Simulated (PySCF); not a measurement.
A structure optimised at GFN2-xTB (Å):
```
F 
C   1  1.3457
F   2  1.3463  1  106.63
S   2  1.8184  1  112.76  3  -124.29
C   4  1.7845  2  105.22  1    59.03
C   5  1.3841  4  124.25  2     2.49
C   6  1.3856  5  119.04  4   179.75
C   7  1.3827  6  120.80  5    -0.19
C   8  1.3859  7  119.73  6     0.15
C   9  1.3809  8  120.11  7     0.04
H   2  1.0989  1  108.86  3   117.28
H   6  1.0771  5  122.06  4    -0.21
H   7  1.0794  6  118.98  5   179.92
H   8  1.0793  7  120.15  6  -179.80
H   9  1.0793  8  120.23  7  -179.94
H  10  1.0794  5  119.35  4     0.34
```
Z-matrix in Å and degrees, rows numbered from 1.

Neutral, closed shell.

Question: Which heavy atoms are bonded, and with what formal order?

Answer: F1–C2 (single); C2–F3 (single); C2–S4 (single); S4–C5 (single); C5–C6 (aromatic); C6–C7 (aromatic); C7–C8 (aromatic); C8–C9 (aromatic); C9–C10 (aromatic); C5–C10 (aromatic). Hydrogens: H11 on C2; H12 on C6; H13 on C7; H14 on C8; H15 on C9; H16 on C10.

Question: Give the structure as a SMILES string.

Answer: `FC(F)Sc1ccccc1`, C7H6F2S, PhSCHF2. Among its features: benzene ring, sulfide and C–F bond.

Question: Which rings does it hold (smallest set)?

Answer: C5–C6–C7–C8–C9–C10 (6 members, 0.00 Å rms from planarity).

Question: Describe the place of each heavy atom.

Answer: F1/F3: fluorine of a CF2 group; C2: CHF2 carbon; S4: sulfide sulfur; C5: substituted aromatic carbon; C6/C10: aromatic CH carbon; C7/C9: aromatic CH carbon; C8: aromatic CH carbon.

Question: What is the arrangement about C7?

Answer: It has 3 neighbours (C6, C8, H13) and is planar (angles 120.8°, 120.2° and 119.0°, sum 360.0°, 0.00 Å off the plane of its three neighbours).

Question: What is the arrangement about S4?

Answer: It has 2 neighbours (C2, C5) and is bent (angle 105.2°).

The numbers are calculated, not measured.
